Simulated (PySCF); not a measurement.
H6N2O2Ti, multiplicity 1.

```xyz
11

Ti     0.0227    -0.0007     0.0336
O      1.6268    -0.5668    -0.5663
H      2.1046    -0.2702    -1.3496
O      0.1443     0.7490     1.6720
H      0.8676     0.7041     2.3084
N     -0.6937     1.2963    -1.1331
H     -0.5613     2.2977    -0.9989
H     -1.4215     1.1299    -1.8242
N     -1.1331    -1.4875     0.0091
H     -0.9249    -2.3638    -0.4662
H     -1.9460    -1.6014     0.6125
```

Coordinates come from a B3LYP-D3(BJ)/def2-SVP optimisation. The multiplicity is an assumed one; no other spin state was optimised. The structure was generated by enumeration; whether it is a known compound was not checked. Other conformers were not sampled.

All values below come from KT2/pcSseg-1 run with PySCF. Non-relativistic, no solvent.

Computed absolute GIAO shielding of each atom: isotropic value and principal components (ppm):
```json
[
 {"atom": "Ti1", "σ(iso)": "-509.0", "σ11": "-591.2", "σ22": "-490.4", "σ33": "-445.4", "span": "145.8"},
 {"atom": "O2", "σ(iso)": "2.4", "σ11": "-365.8", "σ22": "79.4", "σ33": "293.5", "span": "659.2"},
 {"atom": "H3", "σ(iso)": "23.0", "σ11": "15.0", "σ22": "25.0", "σ33": "29.2", "span": "14.2"},
 {"atom": "O4", "σ(iso)": "10.7", "σ11": "-294.9", "σ22": "44.1", "σ33": "282.9", "span": "577.8"},
 {"atom": "H5", "σ(iso)": "24.0", "σ11": "17.8", "σ22": "25.4", "σ33": "28.7", "span": "10.9"},
 {"atom": "N6", "σ(iso)": "79.0", "σ11": "-174.7", "σ22": "180.4", "σ33": "231.4", "span": "406.1"},
 {"atom": "H7", "σ(iso)": "25.4", "σ11": "20.5", "σ22": "27.4", "σ33": "28.5", "span": "8.0"},
 {"atom": "H8", "σ(iso)": "25.2", "σ11": "20.0", "σ22": "26.4", "σ33": "29.2", "span": "9.2"},
 {"atom": "N9", "σ(iso)": "69.2", "σ11": "-198.3", "σ22": "174.7", "σ33": "231.3", "span": "429.6"},
 {"atom": "H10", "σ(iso)": "24.8", "σ11": "19.3", "σ22": "26.7", "σ33": "28.4", "span": "9.1"},
 {"atom": "H11", "σ(iso)": "25.0", "σ11": "19.4", "σ22": "27.3", "σ33": "28.4", "span": "9.1"}
]
```
